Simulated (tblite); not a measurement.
Compound: C₅H₁₀F₂O₂.
Geometry (GFN2-xTB, Å), atoms numbered from 1 in this order:
```xyz
19
C5H10F2O2 angstrom
C      2.3770   -0.4415   -0.2366
O      1.3943    0.1861    0.5502
C      0.0812    0.0986    0.0528
C     -0.6037   -1.2095    0.4776
C     -1.9939   -1.3004   -0.1215
F     -2.6221   -2.4277    0.2916
F     -1.9284   -1.3890   -1.4757
O     -0.6772    1.1382    0.5771
C     -0.2592    2.4274    0.1697
H      2.2545   -1.5296   -0.2508
H      3.3314   -0.1942    0.2232
H      2.3577   -0.0688   -1.2680
H      0.1111    0.1629   -1.0572
H     -0.0154   -2.0659    0.1464
H     -0.6863   -1.2194    1.5640
H     -2.6285   -0.4397    0.1310
H     -0.3021    2.5201   -0.9218
H     -0.9562    3.1254    0.6267
H      0.7562    2.6364    0.5136
```

Level: GFN2-xTB in tblite, geometry and Hessian alike; calculated harmonic values, unscaled, isolated species. The method is semi-empirical: single wavenumbers can be off by several per cent or more. One conformer, not necessarily the lowest.

Harmonic wavenumbers (cm⁻¹): 41.6, 67.1, 69.4, 93.5, 140.9, 166.8, 194.9, 266.2, 286.9, 341.1, 378.6, 491.4, 502.9, 526.1, 557.0, 853.2, 931.0, 980.0, 1043.0, 1050.0, 1069.8, 1092.7, 1106.6, 1119.9, 1128.3, 1131.4, 1144.3, 1167.1, 1205.0, 1235.4, 1273.7, 1302.5, 1324.5, 1348.0, 1391.6, 1405.6, 1430.0, 1458.5, 1466.5, 1479.3, 1484.2, 2738.6, 2906.7, 2916.6, 2921.7, 2932.3, 2968.3, 3006.2, 3020.7, 3030.0, 3036.2.

A = 2235, B = 938.8, C = 778.3 MHz; mass 140.065 u (most abundant isotopes); point group C1, symmetry number 1.

**Question.** What is the zero-point energy?

**Answer.** Half the sum of the wavenumbers: 32612 cm⁻¹ = 390.12 kJ/mol.

**Question.** Entropy at 400 K, 1 bar (ideal gas, RRHO, classical rotation)?

**Answer.** Translation 176.60, rotation 127.79, vibration 184.50: S = 488.9 J/(mol K).

**Question.** And Cp and H(400 K) − H(0)?

**Answer.** Cp = 201.68 J/(mol K), of which vibrations give 168.42 (their classical limit is 51 R = 424.0); H(400 K) − H(0) = 49.43 kJ/mol without the zero-point energy, 36.13 from vibrations.

**Question.** Which modes carry the vibrational entropy at 400 K?

**Answer.** 41.6 cm⁻¹: 24.12; 67.1 cm⁻¹: 20.15; 69.4 cm⁻¹: 19.87; 93.5 cm⁻¹: 17.41; 140.9 cm⁻¹: 14.05; 166.8 cm⁻¹: 12.69 J/(mol K); the other 45 give 76.20 together.

**Question.** What must be added to the electronic energy to get the Gibbs energy at 400 K and 1 bar?

**Answer.** ZPE + [H(400 K) − H(0)] − T·S = 390.12 + 49.43 − 195.55 = 244.00 kJ/mol.

**Question.** How do the functions run with temperature in this model?

**Answer.** 
| T (K) | S (J/(mol K)) | Cp (J/(mol K)) | H − H(0) (kJ/mol) | G − H(0) (kJ/mol) | ln q(vib) |
| --- | --- | --- | --- | --- | --- |
| 50 | 254.0 | 63.0 | 2.28 | -10.42 | 0.76 |
| 100 | 305.9 | 88.4 | 6.10 | -24.49 | 2.39 |
| 298.15 | 435.8 | 161.6 | 30.92 | -99.00 | 8.50 |
| 373.15 | 475.2 | 191.3 | 44.15 | -133.18 | 10.59 |
| 500 | 537.8 | 237.4 | 71.43 | -197.48 | 14.00 |
| 750 | 647.6 | 303.4 | 139.65 | -346.02 | 20.37 |
| 1000 | 741.1 | 346.1 | 221.20 | -519.91 | 26.26 |

q(vib) and H(0) count from the zero-point level.

**Question.** Blend soft modes into free rotors: weight 1/[1 + (100 cm⁻¹/ν̃)⁴] for the oscillator and the rest for a rotor with moment μB/(μ + B), μ = h/(8π²ν), B = 10⁻⁴⁴ kg m². What vibrational entropy results?

**Answer.** 165.82 J/(mol K) in place of 184.50, which changes −T·S at 400 K by +7.47 kJ/mol.

Hindered rotation and anharmonicity are outside this model. Other conformers, if any are populated, would add a mixing term that is left out. The structure is chiral; the term R ln 2 for an equal mix with its mirror image is left out.

On an Arm Neoverse N1 with one thread, shared host with 64 logical CPUs at a one-minute load of 56, this took 0.97 s of wall time. This covers the Hessian and the dipole derivatives.
